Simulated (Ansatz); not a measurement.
`[SiH3][AlH][Br]` + HCl → `[SiH3][AlH][Cl]` + HBr  (ligand exchange at the Al–Br bond)

Isolated molecules relaxed with PBE0-D4/def2-TZVP in Ansatz; ΔE leaves out vibrations. CBS: MP2 limit from def2 TZ/QZ plus the TZ coupled-cluster correction, frozen cores. This one scheme is used for every species. DFT in def2-TZVPP. For Br outer-core shells are correlated without core-valence functions, which leaves a few kJ/mol of doubt a bond. Scalar relativity is left out up to krypton.

`[SiH3][AlH][Br]`:

Cartesian coordinates in Å:
```
Si 0.958 -0.101 -0.550
Al -1.071 -0.030 0.814
Br -2.651 1.488 0.245
H 1.228 1.212 -1.195
H 0.797 -1.122 -1.624
H 2.146 -0.486 0.262
H -1.407 -0.961 2.048
```

HCl:

Z-matrix (Å, degrees):
```
Cl
H 1 1.279
```

`[SiH3][AlH][Cl]`:

```xyz
7

Si   -0.289   -1.056   -0.043
Al    0.213    1.337   -0.104
Cl    1.674    2.016    1.250
H    -0.763   -1.448    1.314
H     0.937   -1.846   -0.344
H    -1.339   -1.436   -1.029
H    -0.433    2.433   -1.043
```

HBr:

Cartesian coordinates in Å:
```
Br -0.653 -0.280 0.012
H 0.653 0.280 -0.012
```

```
          species  revPBE-D4 energy (Eh)
`[SiH3][AlH][Br]`            -3108.22617
              HCl             -460.73668
`[SiH3][AlH][Cl]`             -994.42337
              HBr            -2574.53963
```

(1) Work out ΔE.

Largest T1 diagnostic among the species: 0.011.

## Answers

(1) ΔE = (-994.42337) + (-2574.53963) − (-3108.22617) − (-460.73668) = -0.00015 Eh = -0.4 kJ/mol. CCSD(T)/CBS gives +2.1 kJ/mol.

At CCSD(T), def2-SVP lies −6.1 kJ/mol from the extrapolated value and def2-TZVPP −0.9 kJ/mol. Leaving LDA and LC-ωPBE aside and taking each functional with its dispersion term where it has one, the values, not all of them listed here, spread over 6.9 kJ/mol, from B97M-V to PBE-QIDH.
